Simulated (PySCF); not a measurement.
## Shapes and spin states of HfHF

Level of theory: PBE0/[Hf def2-TZVP with ECP60, H def2-TZVP, F def2-TZVP], scalar-relativistic core potentials, density fitting, no spin–orbit coupling, PySCF.

Relaxations began from a few typed shapes and spin states; open shells are unrestricted. The search is not exhaustive: other isomers or separated fragments can lie lower, and high-lying points may rest on an excited occupation.

Question: Which is the lowest minimum found?
A. broken-symmetry Ms = 0 (⟨S²⟩ 0.63) Cs: Hf–F 1.881 Å, Hf–H 1.846 Å; F–Hf–H 120.8°
B. singlet (closed shell, unstable to spin polarisation) C∞v: Hf–F 1.921 Å, Hf–H 1.904 Å; F–Hf–H 180.0°
C. singlet (closed shell, unstable to spin polarisation) Cs: Hf–F 1.871 Å, Hf–H 1.830 Å; F–Hf–H 118.7°
D. triplet C∞v: Hf–F 1.932 Å, Hf–H 1.954 Å; F–Hf–H 180.0°
E. triplet Cs: Hf–F 1.891 Å, Hf–H 1.868 Å; F–Hf–H 120.3°

Answer: A. The others lie at 14.0 (singlet Cs), 16.8 (triplet Cs), 50.5 (triplet C∞v, a saddle point), 56.9 (singlet C∞v, a saddle point) kJ/mol above it.

For the lowest minimum: the determinant is spin-contaminated (⟨S²⟩ = 0.63, pure value 0.00). The spin densities have lower symmetry than the nuclear frame. With an element this heavy the missing spin–orbit coupling can shift these numbers.
